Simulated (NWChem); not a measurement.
System: C₂H₄O₃Si; SMILES O=C1OC[Si@@H]1O

NWChem input:

```
start job
memory heap 200 mb stack 900 mb global 1100 mb
geometry units angstroms noautosym nocenter noautoz
  O     -1.383676    -1.825333     0.049597
  C     -0.492886    -1.025472    -0.030728
  O      0.857888    -1.346473     0.158759
  C      1.566405    -0.068173     0.079987
  Si    -0.049919     0.844858    -0.406848
  O     -0.671686     2.119304     0.481309
  H      2.017463     0.180986     1.063158
  H      2.372238    -0.129797    -0.679638
  H     -0.161756     1.293285    -1.831024
  H     -0.775480     1.973957     1.438251
end
basis spherical
  O library 6-31g*
  C library 6-31g*
  Si library 6-31g*
  H library 6-31g*
end
dft
  xc b3lyp
  iterations 150
end
property
  response 1 0.0773
end
task dft property
```

Excerpt of the output:

```
             Northwest Computational Chemistry Package (NWChem) 7.3.0
             --------------------------------------------------------

                             Geometry "geometry" -> ""
                             -------------------------

 Output coordinates in angstroms (scale by  1.889725989 to convert to a.u.)

  No.       Tag          Charge          X              Y              Z
 ---- ---------------- ---------- -------------- -------------- --------------
    1 O                    8.0000    -1.38367600    -1.82533300     0.04959700
    2 C                    6.0000    -0.49288600    -1.02547200    -0.03072800
    3 O                    8.0000     0.85788800    -1.34647300     0.15875900
    4 C                    6.0000     1.56640500    -0.06817300     0.07998700
    5 Si                  14.0000    -0.04991900     0.84485800    -0.40684800
    6 O                    8.0000    -0.67168600     2.11930400     0.48130900
    7 H                    1.0000     2.01746300     0.18098600     1.06315800
    8 H                    1.0000     2.37223800    -0.12979700    -0.67963800
    9 H                    1.0000    -0.16175600     1.29328500    -1.83102400
   10 H                    1.0000    -0.77548000     1.97395700     1.43825100

 Effective nuclear repulsion energy (a.u.)     291.3170014159

                              NWChem Property Module
                              ----------------------

                                 NWChem DFT Module
                                 -----------------

 Summary of "ao basis" -> "ao basis" (spherical)
 ------------------------------------------------------------------------------
       Tag                 Description            Shells   Functions and Types
 ---------------- ------------------------------  ------  ---------------------
 O                           6-31g*                  6       14   3s2p1d
 C                           6-31g*                  6       14   3s2p1d
 Si                          6-31g*                  8       18   4s3p1d
 H                           6-31g*                  2        2   2s

            General Information
            -------------------
          SCF calculation type: DFT
          Wavefunction type:  closed shell.
          No. of atoms     :    10
          No. of electrons :    54
           Alpha electrons :    27
            Beta electrons :    27
          Charge           :     0
          Spin multiplicity:     1
          Use of symmetry is: off; symmetry adaption is: off
          Maximum number of iterations: 150
          AO basis - number of functions:    96
                     number of shells:    46
          Convergence on energy requested:  1.00D-06
          Convergence on density requested:  1.00D-05
          Convergence on gradient requested:  5.00D-04

              XC Information
              --------------
                         B3LYP Method XC Potential
                     Hartree-Fock (Exact) Exchange  0.200
                        Slater Exchange Functional  0.800 local
                    Becke 1988 Exchange Functional  0.720 non-local
              Lee-Yang-Parr Correlation Functional  0.810
                  VWN I RPA Correlation Functional  0.190 local

             Grid Information
             ----------------
          Grid used for XC integration:  medium
          Radial quadrature: Mura-Knowles
          Angular quadrature: Lebedev.
          Tag              B.-S. Rad. Rad. Pts. Rad. Cut. Ang. Pts.
          ---              ---------- --------- --------- ---------
          O                   0.60       49          11.0       434
          C                   0.70       49           9.0       434
          Si                  1.10       88           8.0       590
          H                   0.35       45          11.0       434
          Grid pruning is: on
          Number of quadrature shells:   513
          Spatial weights used:  Erf1

      Superposition of Atomic Density Guess
      -------------------------------------

 Sum of atomic energies:        -590.39380267

      Non-variational initial energy
      ------------------------------

 Total energy =    -592.756592
 1-e energy   =   -1392.748088
 2-e energy   =     508.674494
 HOMO         =      -0.307336
 LUMO         =      -0.018068

   convergence    iter        energy       DeltaE   RMS-Dens  Diis-err
 ---------------- ----- ----------------- --------- --------- ---------
 d= 0,ls=0.0,diis     1   -593.6072483349 -8.85D+02  2.06D-02  1.52D+00
 d= 0,ls=0.0,diis     2   -593.1062584660  5.01D-01  1.47D-02  6.81D+00
 d= 0,ls=0.0,diis     3   -593.7660719037 -6.60D-01  4.04D-03  1.90D-01
 d= 0,ls=0.0,diis     4   -593.7738093382 -7.74D-03  1.80D-03  1.19D-01
 d= 0,ls=0.0,diis     5   -593.7850585136 -1.12D-02  2.99D-04  1.25D-03
  Resetting Diis
 d= 0,ls=0.0,diis     6   -593.7851693036 -1.11D-04  1.14D-04  1.31D-04
 d= 0,ls=0.0,diis     7   -593.7851849431 -1.56D-05  6.29D-05  1.43D-05
 d= 0,ls=0.0,diis     8   -593.7851817512  3.19D-06  3.83D-05  4.77D-05
 d= 0,ls=0.0,diis     9   -593.7851863689 -4.62D-06  5.85D-06  8.27D-07
 d= 0,ls=0.0,diis    10   -593.7851864442 -7.52D-08  1.81D-06  5.75D-08

         Total DFT energy =     -593.785186444161
      One electron energy =    -1396.155948817682
           Coulomb energy =      570.131176615837
    Exchange-Corr. energy =      -59.077415658169
 Nuclear repulsion energy =      291.317001415852

 Numeric. integr. density =       53.999995356526

                       DFT Final Molecular Orbital Analysis
                       ------------------------------------

 Vector   25  Occ=2.000000D+00  E=-3.127347D-01
              MO Center=  6.2D-01,  1.3D-01, -6.4D-02, r^2= 3.5D+00
   Bfn.  Coefficient  Atom+Function         Bfn.  Coefficient  Atom+Function
  ----- ------------  ---------------      ----- ------------  ---------------
    32      0.286667   3 O  py               46     -0.264458   4 C  py
    77      0.259437   6 O  px               45      0.238985   4 C  px
    81      0.201866   6 O  px               63     -0.200461   5 Si px
    36      0.196276   3 O  py               94      0.165356   9 H  s
    50     -0.148203   4 C  py               48     -0.137875   4 C  s

 Vector   26  Occ=2.000000D+00  E=-3.008175D-01
              MO Center=  3.8D-01, -1.1D+00,  1.3D-01, r^2= 2.8D+00
   Bfn.  Coefficient  Atom+Function         Bfn.  Coefficient  Atom+Function
  ----- ------------  ---------------      ----- ------------  ---------------
    33      0.487003   3 O  pz               37      0.364182   3 O  pz
     5     -0.340832   1 O  pz                9     -0.244579   1 O  pz
    47     -0.175904   4 C  pz               90     -0.173579   7 H  s
    89     -0.139719   7 H  s                92      0.117256   8 H  s
    91      0.089159   8 H  s                94     -0.084052   9 H  s

 Vector   27  Occ=2.000000D+00  E=-2.604557D-01
              MO Center= -6.6D-01, -1.0D+00, -2.3D-02, r^2= 2.8D+00
   Bfn.  Coefficient  Atom+Function         Bfn.  Coefficient  Atom+Function
  ----- ------------  ---------------      ----- ------------  ---------------
     4      0.398634   1 O  py                8      0.291080   1 O  py
     3     -0.273141   1 O  px               20     -0.264379   2 C  s
    31     -0.243285   3 O  px               64      0.242002   5 Si py
    35     -0.189404   3 O  px                7     -0.186739   1 O  px
    18     -0.163164   2 C  py               62     -0.163517   5 Si s

 Vector   28  Occ=0.000000D+00  E=-4.217779D-02
              MO Center= -3.6D-01, -2.7D-01, -6.2D-04, r^2= 3.7D+00
   Bfn.  Coefficient  Atom+Function         Bfn.  Coefficient  Atom+Function
  ----- ------------  ---------------      ----- ------------  ---------------
    69      0.432999   5 Si pz               80     -0.415679   6 O  s
    19      0.334881   2 C  pz               23      0.316666   2 C  pz
     5     -0.303248   1 O  pz                9     -0.303357   1 O  pz
    68      0.290454   5 Si py               94      0.263478   9 H  s
    33     -0.229559   3 O  pz               37     -0.220530   3 O  pz

 Vector   29  Occ=0.000000D+00  E= 1.999900D-02
              MO Center= -8.5D-02,  9.0D-01, -4.5D-01, r^2= 3.9D+00
   Bfn.  Coefficient  Atom+Function         Bfn.  Coefficient  Atom+Function
  ----- ------------  ---------------      ----- ------------  ---------------
    67      0.923573   5 Si px               48     -0.721390   4 C  s
    20      0.603020   2 C  s                63      0.363309   5 Si px
    68      0.292105   5 Si py               22      0.217735   2 C  py
    81     -0.216551   6 O  px               49      0.213632   4 C  px
    77     -0.186748   6 O  px               18      0.180883   2 C  py

 Vector   30  Occ=0.000000D+00  E= 2.922660D-02
              MO Center= -3.7D-01,  9.2D-01,  2.7D-01, r^2= 4.9D+00
   Bfn.  Coefficient  Atom+Function         Bfn.  Coefficient  Atom+Function
  ----- ------------  ---------------      ----- ------------  ---------------
    80      0.793963   6 O  s                66     -0.649232   5 Si s
    96     -0.618794  10 H  s                94      0.511671   9 H  s
    68     -0.473473   5 Si py               23      0.300877   2 C  pz
    19      0.280614   2 C  pz               34     -0.243186   3 O  s
     9     -0.210423   1 O  pz                5     -0.188682   1 O  pz

     Multipole analysis of the density
     ---------------------------------

     L   x y z        total         alpha         beta         nuclear
     -   - - -        -----         -----         ----         -------
     0   0 0 0      0.000000    -27.000000    -27.000000     54.000000

     1   1 0 0      0.788666      0.758180      0.758180     -0.727694
     1   0 1 0      1.157831      0.423432      0.423432      0.310968
     1   0 0 1      0.337445      0.066914      0.066914      0.203616

     2   2 0 0    -30.952457   -107.168668   -107.168668    183.384879
     2   1 1 0     -0.930556      0.079198      0.079198     -1.088952
     2   1 0 1     -0.994486      1.654891      1.654891     -4.304268
     2   0 2 0    -37.458036   -195.566989   -195.566989    353.675941
     2   0 1 1      2.354952     -2.075299     -2.075299      6.505549
     2   0 0 2    -26.735913    -33.811256    -33.811256     40.886599

 *** CALLING NEW AORESP DRIVER FOR CLOSED AND OPEN SHELLS ***
 Entering AOResponse driver routine

--------------------------------------------------------------------------------

          -----------------------------------------------
          Solving response equations for perturbing field
          -----------------------------------------------

 number of frequencies:     1
 frequency in a.u.:  0.7730000E-01
 Perturbing field: electric
 Using El. Dipole Length Gauge

 Setting up CPKS with frequency omega =      0.07730000 a.u.

                            NWChem Dynamic CPHF Module
                            --------------------------

    scftype = RHF
    nclosed =   27
      nopen =    0
  variables =     3726
  num. vecs =        3
  tolerance =   1.0D-04
  max. iter =   50

 SCF residual:    1.0108169940156592E-004

Iterative solution of linear equations
  No. of variables     3726
  No. of equations        3
  Maximum subspace       30
       Convergence  1.0D-04

   iter   nsub   residual    time
   ----  ------  --------  ---------
     1      3    5.88D+00      44.2
     2      6    3.80D+00      56.8
     3      9    4.06D-01      68.9
     4     12    1.30D-01      80.9
     5     15    1.69D-02      92.9
     6     18    4.02D-03     104.7
     7     21    1.14D-03     116.9
     8     24    7.05D-05     128.8

 Electric Dipole Response Matrix (nonzero elements):

              1        2        3
    1   53.1583   2.7542   0.2959
    2    2.7542  53.0940  -1.4463
    3    0.2960  -1.4463  41.3407

 ------------------------------------------
 average:        49.19768 + I       0.00000

 DFT Linear Response polarizability / au
 Frequency  =       0.0773000 / au
 Wavelength =     589.4353558 / nm
              X              Y              Z
 -----------------------------------------------
 X      53.1583215      2.7541989      0.2959199
 Y       2.7541732     53.0940011     -1.4463219
 Z       0.2959508     -1.4463097     41.3407203
 -----------------------------------------------
 Eigenvalues =      55.9259739     50.5359265     41.1311425
 Isotropic   =      49.1976810
 Anisotropic =      12.9689939
 -----------------------------------------------

 Magnetic Dipole Response Matrix (nonzero elements):
```

Level: B3LYP/6-31G* (spherical d). All runs use the structure optimised with PBE-D3(BJ)/def2-SVP.
